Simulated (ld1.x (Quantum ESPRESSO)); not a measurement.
**An all-electron radial function and its pseudo partner (Be)**

Columns: radius, all-electron u(r) and pseudo u(r) of the 1s shell (level -105.88 eV) of beryllium in the configuration 1s2 2s2 2p0; Wu–Cohen, non-relativistic, TM semilocal scheme, ld1.x (Quantum ESPRESSO) 7.5.

```csv
r (bohr),all-electron,pseudo
0.213,1.3544,1.3743
0.425,1.2331,1.2331
0.638,0.8687,0.8687
0.850,0.5566,0.5566
1.062,0.3400,0.3400
1.275,0.2027,0.2027
1.488,0.1190,0.1190
1.700,0.0692,0.0692
1.912,0.0399,0.0399
2.125,0.0228,0.0228
2.338,0.0130,0.0130
2.550,0.0074,0.0074
2.762,0.0042,0.0042
2.975,0.0023,0.0023
3.188,0.0013,0.0013
3.400,0.0007,0.0007
3.613,0.0004,0.0004
3.825,0.0002,0.0002
4.038,0.0001,0.0001
4.250,0.0001,0.0001
4.462,0.0000,0.0000
4.675,0.0000,0.0000
4.888,0.0000,0.0000
5.100,0.0000,0.0000
5.313,0.0000,0.0000
5.525,0.0000,0.0000
```

Problem. How many radial nodes do the two functions have?

Solution. The all-electron 1s function has n − l − 1 = 0; the pseudo-wave has 0.

Problem. At about which radius was the pseudo-wave matched?

Solution. 0.35 bohr, where the columns begin to agree (steps of 0.21 bohr).

Problem. Is the pseudo-wave norm-conserving?

Solution. Yes: the TM semilocal scheme keeps the norm inside the radius equal to the all-electron one, which fixes the energy derivative of the logarithmic derivative at the level.
